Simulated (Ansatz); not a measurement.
Cartesian coordinates (Å):
```xyz
8

C     -0.9918     0.1798     0.0113
B      0.4891    -0.3045    -0.0825
O      1.4921     0.5428     0.2720
H     -1.0886     1.2057     0.3697
H     -1.5646    -0.4779     0.6740
H     -1.4790     0.1031    -0.9666
H      0.7718    -1.4099    -0.4607
H      2.3709     0.1607     0.1828
```
Charge +1, spin multiplicity 2.

All values below come from frozen-core CCSD(T)/cc-pVTZ // B3LYP-D3(BJ)/def2-TZVP (Ansatz, a first-principles code). The geometry is that of the parent before the electron was removed.

| Item | Result |
|---|---|
| HF energy | -140.03652 Ha |
| MP2 correlation energy | -0.50062 Ha |

### Question
Estimate the CCSD correlation energy, the (T) correction, the total energy and the T1 diagnostic.

### Answer

CCSD correlation energy: -0.53072 Ha
(T) correction: -0.02158 Ha
CCSD(T) total energy: -140.58883 Ha
T1 diagnostic: 0.043
